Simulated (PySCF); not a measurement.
H2Cl2Si, triplet, geometry from GFN2-xTB (a higher spin typed on purpose: for a closed-shell molecule this is an excited state), atoms displaced at random by about 0.03 Å a coordinate; TPSS/cc-pVDZ, gradient in PySCF.

PySCF was given this input:
```python
from pyscf import gto, scf, dft

mol = gto.M(
    atom='''
Si   -0.050881   -0.255454   -0.243512
Cl    2.169752    0.036849    0.160526
Cl   -2.177501    0.133063    0.038326
H     0.032132    0.771178    0.789714
H     0.019394    0.028470   -1.626003
''',
    basis='cc-pvdz',
    charge=0,
    spin=2,
    verbose=4,
)

mf = dft.UKS(mol)
mf.xc = 'tpss'
mf.grids.level = 1
mf.kernel()
g = mf.nuc_grad_method()
g.grid_response = True
grad = g.kernel()
```

What the program printed (banner, timings and long lists left out):

```
PySCF version 2.14.0

[INPUT] verbose = 4
[INPUT] num. atoms = 5
[INPUT] num. electrons = 50
[INPUT] charge = 0
[INPUT] spin (= nelec alpha-beta = 2S) = 2
[INPUT] symmetry False subgroup None
[INPUT] Mole.unit = angstrom
[INPUT] Symbol           X                Y                Z      unit          X                Y                Z       unit  Magmom
[INPUT]  1 Si    -0.050881000000  -0.255454000000  -0.243512000000 AA   -0.096151154944  -0.482738097425  -0.460170988045 Bohr   0.0
[INPUT]  2 Cl     2.169752000000   0.036849000000   0.160526000000 AA    4.100237038227   0.069634517964   0.303350175872 Bohr   0.0
[INPUT]  3 Cl    -2.177501000000   0.133063000000   0.038326000000 AA   -4.114880525967   0.251452627313   0.072425643450 Bohr   0.0
[INPUT]  4 H      0.032132000000   0.771178000000   0.789714000000 AA    0.060720679835   1.457315213290   1.492343176735 Bohr   0.0
[INPUT]  5 H      0.019394000000   0.028470000000  -1.626003000000 AA    0.036649348460   0.053800502766  -3.072700347721 Bohr   0.0

nuclear repulsion = 172.825417748372
number of shells = 21
number of NR pGTOs = 137
number of NR cGTOs = 64
basis = cc-pvdz
ecp = {}

******** <class 'pyscf.dft.uks.UKS'> ********
method = UKS
initial guess = minao
damping factor = 0
level_shift factor = 0
DIIS = <class 'pyscf.scf.diis.CDIIS'>
diis_start_cycle = 1
diis_space = 8
diis_damp = 0
SCF conv_tol = 1e-09
SCF conv_tol_grad = None
SCF max_cycles = 50
direct_scf = True
direct_scf_tol = 1e-13
number electrons alpha = 26  beta = 24
XC library pyscf.dft.libxc version 7.1.2
    S. Lehtola, C. Steigemann, M. J. T. Oliveira, and M. A. L. Marques,  SoftwareX 7, 1–5 (2018)
XC functionals = tpss
    J. Tao, J. P. Perdew, V. N. Staroverov, and G. E. Scuseria,  Phys. Rev. Lett. 91, 146401 (2003)
    J. P. Perdew, J. Tao, V. N. Staroverov, and G. E. Scuseria,  J. Chem. Phys. 120, 6898 (2004)
    J. Tao, J. P. Perdew, V. N. Staroverov, and G. E. Scuseria,  Phys. Rev. Lett. 91, 146401 (2003)
    J. P. Perdew, J. Tao, V. N. Staroverov, and G. E. Scuseria,  J. Chem. Phys. 120, 6898 (2004)
radial grids:
    Treutler-Ahlrichs [JCP 102, 346 (1995); DOI:10.1063/1.469408] (M4) radial grids

becke partition: Becke, JCP 88, 2547 (1988); DOI:10.1063/1.454033
pruning grids: <function nwchem_prune>
grids dens level: 1
symmetrized grids: False
atomic radii adjust function: <function treutler_atomic_radii_adjust>
small_rho_cutoff = 0
Set gradient conv threshold to 3.16228e-05
tot grids = 23992
init E= -1211.21500190654

cycle= 1 E= -1211.07581134519  delta_E= 0.139  |g|= 0.194  |ddm|= 1.33

cycle= 2 E= -1211.02818454729  delta_E= 0.0476  |g|= 0.319  |ddm|= 0.552

cycle= 3 E= -1211.09848583997  delta_E= -0.0703  |g|= 0.0624  |ddm|= 0.392

cycle= 4 E= -1211.09657852855  delta_E= 0.00191  |g|= 0.077  |ddm|= 0.188

cycle= 5 E= -1211.10191151215  delta_E= -0.00533  |g|= 0.00933  |ddm|= 0.117

cycle= 6 E= -1211.10197676038  delta_E= -6.52e-05  |g|= 0.00143  |ddm|= 0.012

cycle= 7 E= -1211.10197840543  delta_E= -1.65e-06  |g|= 0.000501  |ddm|= 0.00262

cycle= 8 E= -1211.10197862187  delta_E= -2.16e-07  |g|= 0.00015  |ddm|= 0.000978

cycle= 9 E= -1211.10197864498  delta_E= -2.31e-08  |g|= 3.76e-05  |ddm|= 0.000316

cycle= 10 E= -1211.1019786467  delta_E= -1.72e-09  |g|= 1.74e-05  |ddm|= 0.000102

cycle= 11 E= -1211.10197864694  delta_E= -2.43e-10  |g|= 3.66e-06  |ddm|= 3.09e-05

Extra cycle  E= -1211.10197864692  delta_E= 2.86e-11  |g|= 6.63e-06  |ddm|= 1.24e-05
converged SCF energy = -1211.10197864692  <S^2> = 2.0040582  2S+1 = 3.0027042

******** <class 'pyscf.grad.uks.Gradients'> for <class 'pyscf.dft.uks.UKS'> ********
unit = Eh/Bohr
grid_response = True
--------------- UKS gradients ---------------
         x                y                z
0 Si    -0.0018989562     0.0395211279    -0.0015893157
1 Cl    -0.0025057652    -0.0006431473    -0.0036979469
2 Cl     0.0108298054    -0.0013947352    -0.0043835274
3 H    -0.0039234784    -0.0273880220    -0.0201879668
4 H    -0.0025016056    -0.0100952234     0.0298587567
----------------------------------------------
```
